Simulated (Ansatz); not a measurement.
`N[SiH2][SiH](O)O` + `[NH2][GeH2][OH]` → `[OH][GeH2][NH][SiH](O)O` + `N[SiH3]`  (cleavage of the Si–Si bond)

Gas-phase electronic energies from Ansatz, PBE0-D4/def2-TZVP geometries. CCSD(T)/CBS adds triple-zeta CCSD(T) − MP2 to the extrapolated MP2 energy (def2 sets, frozen cores). This one scheme is used for every species. DFT in def2-TZVPP. For Ge outer-core shells are correlated without core-valence functions, which leaves a few kJ/mol of doubt a bond. Scalar relativity is left out up to krypton. Each species was taken in one conformer, which may not be the lowest.

(1) Is it downhill or uphill in electronic energy at CCSD(T)/CBS, and by how much? (Estimate.)

(2) What do these levels give: r2SCAN-D4, ωB97X-V, PBE, PBE0, SCS-MP2/def2-QZVPP, CCSD/CBS(def2)? (Best estimate.)

Largest T1 diagnostic among the species: 0.012.

Answers

(1) Ansatz gave: Downhill: ΔE = -116.7 kJ/mol.

(2) Ansatz gave: r2SCAN-D4 -112.3, ωB97X-V -112.0, PBE -91.3, PBE0 -100.0, SCS-MP2/def2-QZVPP -122.6, CCSD/CBS(def2) -116.8 kJ/mol.

The D4 term adds −4.6 kJ/mol with B3LYP and −2.3 kJ/mol with PBE0; it sums over pairs of atoms, weighted by their polarisabilities, and B3LYP, whose exchange is more repulsive, gets the larger term. From PBE to PBE0 (25 % exact exchange), in def2-TZVPP and without D4, ΔE moves by −8.7 kJ/mol.

B3LYP here is the variant with VWN-RPA as its local correlation; programs differ in this.
